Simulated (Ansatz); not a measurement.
Compare A (`O[SiH2]C[SiH2]S`) with its isomer B (`CO[SiH2]S[SiH3]`).

Program: Ansatz. Geometries: PBE0-D4/def2-TZVP. ΔE: electronic, gas phase. CCSD(T)/CBS is the MP2 limit (def2-TZVPP, def2-QZVPP) plus CCSD(T) − MP2 in def2-TZVPP, frozen cores. DFT in def2-TZVPP. B3LYP here is the variant with VWN-RPA as its local correlation; programs differ in this. One conformer a species, not always the lowest.

A:

Z-matrix (Å, degrees):
```
Si
C 1 1.868
O 1 1.649 2 112.6
H 1 1.482 2 110.1 3 117.0
H 1 1.491 2 108.6 3 -122.8
Si 2 1.866 1 115.0 3 -175.8
H 2 1.096 1 108.8 3 -54.2
H 2 1.096 1 109.1 3 62.5
H 3 0.957 1 118.1 2 -69.6
S 6 2.142 2 113.1 1 174.2
H 6 1.484 2 111.0 1 58.2
H 6 1.486 2 109.6 1 -62.7
H 10 1.344 6 94.8 2 64.5
```

B:

```xyz
13

C     0.110   -1.810    1.041
O     0.186   -1.885   -0.365
Si   -0.034   -0.608   -1.360
S     1.352    0.976   -0.984
Si    0.044    2.244    0.132
H     0.884   -1.148    1.443
H    -0.870   -1.445    1.370
H     0.261   -2.813    1.442
H    -1.402   -0.042   -1.191
H     0.195   -1.121   -2.725
H     0.887    3.341    0.667
H    -0.584    1.504    1.257
H    -1.027    2.806   -0.728
```

Task: Which isomer does CCSD(T)/CBS put lower? Give the gap. (An estimate is asked.)

Result: Ansatz gave: A, by 8.0 kcal/mol.

Task: Give E(B) − E(A) in kcal/mol with HF/def2-TZVPP, B3LYP-D4, PBE0-D4, B2PLYP, CCSD(T)/def2-TZVPP, r2SCAN-D4, MP2/def2-TZVPP. (Best estimate.)

Result: Computed: HF/def2-TZVPP 5.1, B3LYP-D4 5.7, PBE0-D4 7.0, B2PLYP 7.2, CCSD(T)/def2-TZVPP 7.9, r2SCAN-D4 7.2, MP2/def2-TZVPP 8.6. None reverses the order clearly.

Largest T1 diagnostic: 0.012.

In def2-TZVPP, CCSD(T) changes the Hartree–Fock value by +2.9 kcal/mol (the triples alone add −0.1 kcal/mol) and MP2 by +3.5 kcal/mol. The D4 term adds −1.0 kcal/mol with B3LYP and −0.6 kcal/mol with PBE0; it sums over pairs of atoms, weighted by their polarisabilities, and B3LYP, whose exchange is more repulsive, gets the larger term.
